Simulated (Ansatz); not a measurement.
Correlation energies of ClH₅NOScSi, SMILES `[NH2][Sc]([Cl])[O][SiH3]` by basis set

```xyz
10

N    -0.784   -2.228   -0.937
Sc    0.442   -1.271    0.253
Cl    1.988   -2.482    1.492
O     0.246    0.597    0.285
Si    0.133    2.224    0.359
H    -0.810   -3.232   -1.068
H    -1.499   -1.820   -1.527
H     1.266    2.792    1.139
H     0.162    2.802   -1.012
H    -1.143    2.618    1.015
```

The species carries charge 0 and has multiplicity 1. Correlated methods include outer-core shells of Sc, which these sets cover unevenly. Scalar relativity is left out up to krypton. Geometry: relaxed with PBE0-D4/def2-TZVP. It is one conformer, not always the lowest. Frozen core, restricted reference, Ansatz 0.2.0.

```tsv
basis	HF (Eh)	MP2 corr.
def2-SVP	-1640.23354	-0.80338
def2-TZVPP	-1640.76280	-1.06153
def2-QZVPP	-1640.80513	-1.16865
```

**Question.** Estimate the CCSD correlation energy and the (T) correction in each basis where they were run (hartree).

**Answer.** 
```tsv
basis	CCSD corr.	(T)
def2-SVP	-0.85735	-0.02217
def2-TZVPP	-1.11400	-0.04351
```
